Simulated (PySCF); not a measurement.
```xyz
4
charge 0 multiplicity 2, angstrom
Re    0.0000    0.0000   -0.1219
O     0.0000    0.0000    1.5381
H     1.4989    0.0000   -0.9004
H    -1.4989    0.0000   -0.9004
```

Computed with UB3LYP/[Re def2-TZVP with ECP60, O def2-TZVP, H def2-TZVP], scalar-relativistic core potentials, density fitting, no spin–orbit coupling, PySCF.

This geometry of H₂ReO is a stationary point at this level.

Task: What is the point group?

Result: C2v.

Task: Is it a minimum?

Result: Yes: all harmonic wavenumbers are real.

Task: List the harmonic modes with their infrared intensities.

Result: 
```csv
symmetry,ω (cm⁻¹),IR (km/mol),type
b2,533,0.1,bend
b1,578,21.3,bend
a1,861,6.3,bend
a1,1090,141,mixed
b2,1998,140,stretch
a1,2022,93.3,stretch
```

Task: Give the atomic charges and bond orders.

Result: 
| atom | Mulliken | Löwdin | polar tensor | spin (Mulliken) | Mayer order to Re1 |
| --- | --- | --- | --- | --- | --- |
| Re1 | 0.56 | 0.42 | 0.96 | 1.10 | – |
| O2 | -0.41 | -0.20 | -0.60 | -0.06 | 2.24 |
| H3,4 | -0.08 | -0.11 | -0.18 | -0.02 | 0.97 |

In C2v the vibrations span 2b2 + b1 + 3a1. Here b1 is antisymmetric to the molecular plane and b2 lies in it.

This need not be the most stable arrangement of these atoms. Other spin states or occupations of the open shell can lie lower. No spin–orbit coupling is included, which matters more the heavier the element.
